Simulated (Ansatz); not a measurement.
B(Br)(Me)(OH) (CH4BBrO), SMILES CB(O)Br.

The structure is a stationary point at PBE0-D3(BJ)/def2-SVP. The values are those of a single conformer.

Two levels are set side by side: PBE/def2-SVPD (Ansatz, a quantum-chemistry and plane-wave program) and CAM-B3LYP/def2-SVPD (Ansatz). Energy differences of separate SCF runs at the same geometry; the states with an electron removed or added have multiplicity 2 and 2. Differences are taken from unrounded values.

```tsv
quantity	PBE
vertical ionisation energy (eV)	10.53
vertical singlet–triplet gap (eV)	6.30
```

These are the PBE values. What does CAM-B3LYP give? (An estimate is asked for; the answer gives what the named calculation found.)


```csv
quantity,CAM-B3LYP,PBE minus CAM-B3LYP
vertical ionisation energy (eV),10.91,-0.38
vertical singlet–triplet gap (eV),6.85,-0.55
```
